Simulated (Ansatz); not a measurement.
BrF₃Ge (`[F][Ge]([F])([F])[Br]`). Charge 0, multiplicity 1. The structure was optimised at the PBE0-D4/def2-TZVP level.

```xyz
5

F    -1.567   -0.139    0.716
Ge    0.001    0.000    0.071
F     0.671    1.439    0.684
F     0.919   -1.288    0.695
Br   -0.023   -0.011   -2.166
```

Task: What is the dipole moment at B3LYP/def2-TZVPP? (An estimate is asked.)

Result: Computed: 1.71 D, with components (-0.02, -0.01, -1.71) D in this frame, pointing from negative to positive charge.

Task: And with PBE, r2SCAN, ωB97M-V? (An estimate is asked.)

Result: Computed: PBE 1.57 D, r2SCAN 1.59 D, ωB97M-V 1.66 D.

Task: Give the Mulliken charges with B3LYP, r2SCAN, ωB97M-V in def2-TZVPP. (Best estimate.)

Result: Ansatz gave: 
```json
{"atom": "F1", "B3LYP": "-0.32", "r2SCAN": "-0.32", "ωB97M-V": "-0.32"}
{"atom": "Ge2", "B3LYP": "1.13", "r2SCAN": "1.13", "ωB97M-V": "1.11"}
{"atom": "F3", "B3LYP": "-0.32", "r2SCAN": "-0.32", "ωB97M-V": "-0.32"}
{"atom": "F4", "B3LYP": "-0.32", "r2SCAN": "-0.32", "ωB97M-V": "-0.32"}
{"atom": "Br5", "B3LYP": "-0.17", "r2SCAN": "-0.18", "ωB97M-V": "-0.16"}
```

B3LYP here is the variant with VWN-RPA as its local correlation; programs differ in this.
